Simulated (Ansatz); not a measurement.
Coupled-cluster run, C$_{2}$H$_{7}$ClFNSeTi, SMILES `C[N](C)[Ti]([F])([Cl])[SeH]`.

```yaml
crystal:
  periodic: [false, false, false]
  atoms:
    - {symbol: C, position_ang: [-0.248035, 0.022380, 1.432434]}
    - {symbol: N, position_ang: [0.319584, 0.040278, 0.103517]}
    - {symbol: C, position_ang: [1.527764, -0.732824, -0.050495]}
    - {symbol: Ti, position_ang: [-0.540298, 0.999119, -1.198755]}
    - {symbol: F, position_ang: [0.492212, 1.057812, -2.614573]}
    - {symbol: Cl, position_ang: [-1.090883, 3.008567, -0.451889]}
    - {symbol: Se, position_ang: [-2.551304, -0.304924, -1.671187]}
    - {symbol: H, position_ang: [-0.511064, -1.002319, 1.723543]}
    - {symbol: H, position_ang: [0.463261, 0.422163, 2.164724]}
    - {symbol: H, position_ang: [-1.155877, 0.629045, 1.476490]}
    - {symbol: H, position_ang: [1.339759, -1.789004, 0.178100]}
    - {symbol: H, position_ang: [2.307341, -0.370886, 0.630599]}
    - {symbol: H, position_ang: [1.900490, -0.662285, -1.072724]}
    - {symbol: H, position_ang: [-2.252941, -1.317143, -0.649775]}
basis:
  gaussian: {orbitals: def2-SVP}
correlation: {method: ccsd_t}
```

```sh
$ ansatz run in.yaml --threads 4 --pin off --events-out ev --progress --plain --max-ram 66560MiB --backend cuda --devices 0, --max-vram 37GiB
```

Output of Ansatz, abridged:

```
Functional definition: HF
1740 factors; integrals over basis functions are off by at most 1.5e-3 eV
mean field evaluation 1: about -107228.5412 eV, gradient 5.5e1 eV
mean field evaluation 2: about -107228.6853 eV, gradient 5.5e1 eV
mean field evaluation 4: about -107236.9382 eV, gradient 7.4e0 eV
mean field evaluation 8: about -107237.1387 eV, gradient 9.6e-1 eV
mean field evaluation 16: about -107237.1455 eV, gradient 1.2e-6 eV
mean field -107237.14549718 eV, -3940.8924090736 hartree, gradient 1.2e-6 eV, S^2 0.000000; 0 other end points of the search recorded, 0 dependent functions left out
23 core orbitals not correlated: weight in the atoms' cores, before any rotation towards them, 1.000 or more for the frozen orbitals, at most 0.000 for the correlated occupied ones
reference -107237.14549718 eV, -3940.8924090736 hartree; 31, 31 occupied and 118, 118 virtual orbitals, 1740 factors
second order -36.69565109 eV of doubles, -0.00000000 eV of singles
cycle   1  -35.82840334 eV  change    8.7e-1 eV  update   2.9e-1
cycle   2  -37.16401282 eV  change    -1.3e0 eV  update   2.2e-1
cycle   3  -37.55787259 eV  change   -3.9e-1 eV  update   5.7e-2
cycle   4  -37.58895949 eV  change   -3.1e-2 eV  update   2.1e-2
cycle   5  -37.57259714 eV  change    1.6e-2 eV  update   1.1e-2
cycle   6  -37.56820370 eV  change    4.4e-3 eV  update   5.1e-3
cycle   7  -37.56983110 eV  change   -1.6e-3 eV  update   2.7e-3
cycle   8  -37.56974403 eV  change    8.7e-5 eV  update   1.3e-3
cycle   9  -37.57005581 eV  change   -3.1e-4 eV  update   5.0e-4
cycle  10  -37.57085413 eV  change   -8.0e-4 eV  update   2.6e-4
cycle  11  -37.57057316 eV  change    2.8e-4 eV  update   1.4e-4
cycle  12  -37.57029970 eV  change    2.7e-4 eV  update   8.6e-5
cycle  13  -37.57043788 eV  change   -1.4e-4 eV  update   3.6e-5
cycle  14  -37.57035452 eV  change    8.3e-5 eV  update   2.4e-5
cycle  15  -37.57036843 eV  change   -1.4e-5 eV  update   1.1e-5
perturbative correction -1.60547152 eV, -0.0589999900 hartree
Total energy: -107276.32133712 eV, -3942.3320946371 hartree
```

Hardware: 4 threads of an AMD EPYC 7R13 on a shared host and a share of an NVIDIA H100 80 GB. Wall time 21 s, peak host memory 1 GiB.

MP2 recovers 93.7 % of the CCSD(T) correlation energy and the triples give 4.1 %; T1 = 0.0199.
